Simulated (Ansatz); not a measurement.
Job for Ansatz (a quantum-chemistry and plane-wave program): R-r2SCAN/def2-TZVPP on AsF2H2In (SMILES [F][In]([F])[AsH2]), a point of a torsion scan. Elements past Kr take the def2 small-core potentials; no spin–orbit coupling.

Ansatz 0.2 input:
```yaml
crystal:
  periodic: [false, false, false]
  atoms:
    - {symbol: F, position_ang: [-2.26844923, -1.60907515, 0.40059523]}
    - {symbol: In, position_ang: [-1.02029709, -0.09309460, -0.02096795]}
    - {symbol: F, position_ang: [-1.84739508, 1.72963337, -0.22370320]}
    - {symbol: As, position_ang: [1.55476355, -0.38690559, -0.22574348]}
    - {symbol: H, position_ang: [1.70070194, 1.03022296, 0.25303634]}
    - {symbol: H, position_ang: [1.56737483, -0.86406657, 1.20373486]}
basis:
  gaussian:
    orbitals: def2-TZVPP
hamiltonian:
  xc: {name: r2SCAN}
scf: {lower_state_search: off}
```

Problem. Predict the final total energy.

Solution. -2627.0508 hartree.

Problem. How many basis functions does it have, and what does it roughly cost on one machine?

Solution. 188 functions; around 6 core-seconds (rough).
